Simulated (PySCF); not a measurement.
A structure optimised at B3LYP-D3(BJ)/def2-SVP, used in a PySCF frequency run:

```
C
H 1 1.1039
H 1 1.1063 2 106.02
C 1 1.5333 2 110.78 3 120.29
H 4 1.1012 1 111.11 2 62.05
H 4 1.1016 5 107.72 1 122.24
H 4 1.1022 5 107.42 6 115.56
Si 1 1.8804 2 107.57 3 -113.49
H 8 1.4882 1 111.41 2 54.88
H 8 1.4891 9 109.76 1 -123.98
Br 8 2.2538 9 107.53 10 -116.18
```

Task: Write its SMILES and formula.

Result: CC[SiH2]Br, C2H7BrSi

Task: What are its rotational constants (standard atomic weights)?

Result: 6.2853, 1.6985, 1.4263 GHz
